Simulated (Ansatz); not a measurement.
One change: `C=C(I)[CH2][AlH2]` becomes `C=C(I)NC`.

Ansatz, PBE0-D4/def2-TZVP geometries, multiplicity 1. Each molecule was computed in one conformer, which needn't be the lowest.

Elements past krypton have def2 core potentials.

```
                             property  `C=C(I)[CH2][AlH2]`
   HOMO energy (PBE0/def2-TZVPP) / eV                -7.07
  HOMO–LUMO gap (PBE/def2-TZVPP) / eV                 3.53
  HOMO energy (B3LYP/def2-TZVPP) / eV                -6.86
HOMO energy (ωB97M-V/def2-TZVPP) / eV                -9.18
HOMO–LUMO gap (B3LYP/def2-TZVPP) / eV                 5.07
    LUMO energy (PBE/def2-TZVPP) / eV                -2.45
```

**Question.** What does the change do to each property? (Best estimate.)

**Answer.** Computed: 
| property | `C=C(I)NC` | shift |
| --- | --- | --- |
| HOMO energy (PBE0/def2-TZVPP) / eV | -6.22 | 0.85 |
| HOMO–LUMO gap (PBE/def2-TZVPP) / eV | 3.42 | -0.11 |
| HOMO energy (B3LYP/def2-TZVPP) / eV | -6.01 | 0.85 |
| HOMO energy (ωB97M-V/def2-TZVPP) / eV | -8.39 | 0.79 |
| HOMO–LUMO gap (B3LYP/def2-TZVPP) / eV | 4.98 | -0.09 |
| LUMO energy (PBE/def2-TZVPP) / eV | -1.69 | 0.76 |

With PBE0 the HOMO rises by 0.85 eV and the LUMO rises by 0.80 eV, so the gap narrows by about 0.05 eV. PBE moves the HOMO by 0.88 eV and ωB97M-V by 0.79 eV.

B3LYP here is the variant with VWN-RPA as its local correlation; programs differ in this.

Spin–orbit coupling is left out; it splits and shifts lone-pair levels of the heavy atoms by tenths of an eV.
